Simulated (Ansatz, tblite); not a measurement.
Removing and adding an electron: `FC(F)(F)c1cc2sc(-c3cc4sc(-c5cc6sc(-c7cc8sc(-c9cc%10sc(-c%11cc%12sc(C(F)(F)F)cc%12s%11)cc%10s9)cc8s7)cc6s5)cc4s3)cc2s1`. Total charge 0; singlet. Geometry: r2SCAN-D4/def2-SVP. Ansatz, gas phase; energy differences of separate SCF runs; the oxidised species was run as a doublet alone; the reduced species was run as a doublet alone.

The xTB rows come from tblite. B3LYP takes the VWN-RPA correlation. Single mean-field runs in def2-TZVP are fitted with def2-universal-jkfit.

(1) Estimate orbital energies and vertical ionisation energies and electron affinities at: GFN1-xTB; GFN2-xTB; PBE-D4/def2-TZVP; B3LYP-D4/def2-TZVP; PBE0-D4/def2-TZVP.

## Answers

(1) 
| level | −HOMO (eV) | vertical IE (eV) | −LUMO (eV) | vertical EA (eV) | HOMO–LUMO gap (eV) | IE − EA (eV) |
| --- | --- | --- | --- | --- | --- | --- |
| GFN1-xTB | 10.43 | 11.59 | 9.08 | 8.00 | 1.35 | 3.59 |
| GFN2-xTB | 10.06 | 11.18 | 8.73 | 7.72 | 1.33 | 3.46 |
| PBE-D4/def2-TZVP | 4.64 | 5.75 | 3.26 | 2.29 | 1.38 | 3.46 |
| B3LYP-D4/def2-TZVP | 5.12 | 5.99 | 2.86 | 2.16 | 2.26 | 3.83 |
| PBE0-D4/def2-TZVP | 5.31 | 6.07 | 2.79 | 2.12 | 2.52 | 3.95 |

 Raw xTB energy differences between charge states are shifted by several eV; the methods need an empirical correction for them. Sets without diffuse functions give affinities that are too small.
